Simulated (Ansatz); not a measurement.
Calculated with Ansatz (gas phase, PBE0-D4/def2-TZVP geometries, no zero-point term in ΔE). CBS: MP2 limit from def2 TZ/QZ plus the TZ coupled-cluster correction, frozen cores. Functionals use def2-TZVPP. B3LYP here is the variant with VWN-RPA as its local correlation; programs differ in this. For Ge outer-core shells are correlated without core-valence functions, which leaves a few kJ/mol of doubt a bond. Scalar relativity is left out up to krypton. Each species was taken in one conformer, which may not be the lowest.

`N[Si](N)(O)O[SiH3]` + `[CH2]1[NH][GeH2]1` → `[SiH3][CH]1[NH][GeH2]1` + `N[Si](N)(O)O`  (formal exchange of groups at the Si–O bond)

(1) Is it downhill or uphill in electronic energy at CCSD(T)/CBS, and by how much? (An estimate is asked.)

(2) What do these levels give: PBE-D4, PBE0-D4, B3LYP-D4, ωB97M-V, B2PLYP, r2SCAN, PBE0, B3LYP, HF/def2-TZVPP, HF/def2-QZVPP, SCS-MP2/def2-QZVPP, HF/CBS(def2)? (An estimate is asked.)

Largest T1 diagnostic among the species: 0.013.

Results:

(1) Computed: Uphill: ΔE = +99.6 kJ/mol.

(2) Computed: PBE-D4 89.7, PBE0-D4 95.1, B3LYP-D4 105.3, ωB97M-V 101.3, B2PLYP 105.2, r2SCAN 101.6, PBE0 95.0, B3LYP 105.9, HF/def2-TZVPP 123.2, HF/def2-QZVPP 125.1, SCS-MP2/def2-QZVPP 105.0, HF/CBS(def2) 125.4 kJ/mol.

From PBE to PBE0 (25 % exact exchange), in def2-TZVPP and without D4, ΔE moves by +5.1 kJ/mol. In def2-TZVPP, CCSD(T) changes the Hartree–Fock value by −21.1 kJ/mol (the triples alone add −3.3 kJ/mol) and MP2 by −22.7 kJ/mol.
